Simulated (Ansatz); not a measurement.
```yaml
crystal:
  periodic: [false, false, false]
  atoms:
    - {symbol: O, position_ang: [0.011664, -1.365547, 0.092759]}
    - {symbol: In, position_ang: [0.263413, 1.048978, -0.122173]}
    - {symbol: H, position_ang: [-0.365959, -1.592678, 0.948003]}
    - {symbol: H, position_ang: [-0.605566, -1.686979, -0.571606]}
    - {symbol: H, position_ang: [-0.708941, 1.066558, -1.559654]}
    - {symbol: H, position_ang: [-0.515119, 1.323243, 1.405093]}
    - {symbol: H, position_ang: [1.981808, 1.138425, -0.238221]}
basis:
  gaussian: {orbitals: x2c-TZVPPall}
hamiltonian: {xc: {name: PBE0-DH}, pseudopotentials: {relativity: none}}
outputs: {forces: true}
```

```sh
$ ansatz run in.yaml --threads 4 --pin off --events-out ev --progress --plain --max-ram 10444MiB
```

It prints (some lines left out):

```
Error: YAML parse error: error: line 14 column 1: unknown field `outputs`, expected one of crystal, accuracy, basis, kpoints, hamiltonian, magnetization, projection, total_charge, correlation, batch, efield, external_charges, scf, relax, neb, saddle, md, ramp, phonons, dielectric, real_time, elastic, magnetic_configurations, gw, evaluate, workflow, output, checkpoint, execution
12 |   gaussian: {orbitals: x2c-TZVPPall}
13 | hamiltonian: {xc: {name: PBE0-DH}, pseudopotentials: {relativity:…
14 | outputs: {forces: true}
```

Question: What is wrong with this run?

Answer: The input holds a key that doesn't belong there. The input was rejected before any iteration.
